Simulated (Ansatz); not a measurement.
```yaml
crystal:
  periodic: [false, false, false]
  atoms:
    - {symbol: C, position_ang: [-0.640351, 0.863495, -0.680361]}
    - {symbol: C, position_ang: [0.152750, -0.146408, -0.199701]}
    - {symbol: C, position_ang: [0.981540, 0.195793, 1.061681]}
    - {symbol: Mg, position_ang: [-0.739925, -2.148808, -0.144513]}
    - {symbol: H, position_ang: [-1.351215, 0.774524, -1.697668]}
    - {symbol: H, position_ang: [-1.474258, 1.237770, 0.046257]}
    - {symbol: H, position_ang: [-0.106916, 1.881105, -0.970680]}
    - {symbol: H, position_ang: [0.991545, -0.383155, -1.157829]}
    - {symbol: H, position_ang: [1.680612, 1.245617, 0.804450]}
    - {symbol: H, position_ang: [0.388961, 0.432730, 1.743399]}
    - {symbol: H, position_ang: [1.719264, -0.531558, 1.343336]}
    - {symbol: H, position_ang: [-1.620023, -3.627499, 0.241625]}
basis:
  gaussian: {orbitals: "6-31++G**", fitting: {mean_field: cc-pVTZ-jkfit}, point_charges: [{charge: 2.00, position_ang: [6.490, -0.949, 0.618]}]}
hamiltonian: {xc: {name: SPW92}}
accuracy: high
scf: {lower_state_search: full}
output: {forces: true}
```

```sh
$ ansatz run in.yaml --threads 4 --pin off --events-out ev --progress --plain --max-ram 10444MiB
```

(1) How does Ansatz answer? (Estimate.)

Results:

(1) The calculation gave: The program refused the input.
```
Functional definition: SPW92
Error: <dir> the basis set cc-pVTZ-JKFIT has no functions for Mg
```
